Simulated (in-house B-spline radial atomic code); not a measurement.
HSE06 excitations of Yb²⁺

Method: HSE06. Computed with a B-spline radial code for spherical atoms: linear response of the closed shell [Xe] 4f14 with the functional's adiabatic kernel; scalar-relativistic (spin-free one-electron X2C), finite nucleus, no spin-orbit coupling, no double excitations, S, P, D and F terms only; shells from n = 3 respond. Only terms of natural parity with L up to 3 were computed.

Spin-orbit coupling is strong here, so these LS terms don't match observed levels.

Command:
```bash
python run_td.py task.json out
```
Settings (radii: box in bohr, nucleus in fm):
```
Z                        70
electrons                68
configuration            [Xe] 4f14
hamiltonian              x2c
method                   hse06
box_radius               29.48
rms_radius               5.3108
intervals                72
```

Time taken, with all properties: 11 s on 1 thread of Arm Neoverse N1, with other jobs on the host.

The lowest states, in the order of their Tamm-Dancoff energies; the method's threshold (minus the highest occupied level) is 19.939 eV. Labels give the largest channel, * marks a mixed state, and oscillator strengths are full-response dipole values. Semilocal kernels can invert the small singlet-triplet splittings of Rydberg terms. Energies in eV:

```tsv
state	full response	Tamm-Dancoff	oscillator strength
4f → 6s 3F	?	?	-
4f → 6s 1F	3.795	3.798	-
4f → 5d 3P	4.271	4.363	-
4f → 5d 3F	4.763	4.803	-
4f → 5d 1F	5.247	5.256	-
4f → 5d 1P	6.123	6.585	0.117
4f → 6p 3D	8.578	8.584	-
4f → 6p 1D	8.777	8.787	-
4f → 7s 3F	13.445	13.446	-
4f → 7s 1F	13.472	13.473	-
4f → 6d 3P	14.162	14.171	-
4f → 6d 3F	?	?	-
4f → 6d 1F	14.338	14.340	-
4f → 6d 1P	14.444	14.499	6.22e-05
4f → 7p 3D	14.962	14.964	-
4f → 7p 1D	15.014	15.017	-
4f → 5f 3S	15.608	15.613	-
4f → 5f 3D	15.727	15.728	-
4f → 5f 1D	15.778	15.780	-
4f → 5f 1S	15.981	16.037	-
```

**Question.** Where does 4f → 6d 3F lie?

**Answer.** At 14.262 eV in full response, 14.267 eV in Tamm-Dancoff.

**Question.** Where does 4f → 6s 3F lie?

**Answer.** At 3.685 eV in full response, 3.692 eV in Tamm-Dancoff.

**Question.** How large is the singlet-triplet splitting of 4f → 6s (F terms) in Tamm-Dancoff?

**Answer.** 0.106 eV, from the unrounded values.

**Question.** What polarisabilities and dispersion coefficient does the method give?

**Answer.** Dipole 7.274 bohr³, quadrupole 17.29 bohr⁵, C6 35.87 hartree·bohr⁶ for two such species.
